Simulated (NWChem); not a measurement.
System: C3H7NSi; SMILES CC#C[SiH2]N

```xyz
12

C      3.1254    -0.0456    -0.2398
C      1.6844    -0.0628    -0.0132
C      0.4824    -0.0685     0.1792
Si    -1.3143    -0.1156     0.4860
N     -2.1688     0.3952    -0.9350
H      3.4145     0.7872    -0.8924
H      3.6700     0.0668     0.7056
H      3.4655    -0.9756    -0.7116
H     -1.6289    -1.4920     0.9765
H     -1.6999     0.8396     1.5585
H     -2.0560    -0.1147    -1.8033
H     -3.1223     0.7220    -0.8321
```
Atoms are numbered in this order, from 1.

Computed with NWChem. Coordinates come from a B3LYP/6-31G* (spherical d) optimisation. Level: B3LYP/def2-SVP with SMD (1 M gas to 1 M solution), gas-phase geometry. Reactions with the solvent are ignored.

### Question
Order these by “dipole in solution (D)”, lowest first: acetonitrile; n-hexane; anisole.

### Answer
n-hexane (1.43), anisole (1.57), acetonitrile (1.69)
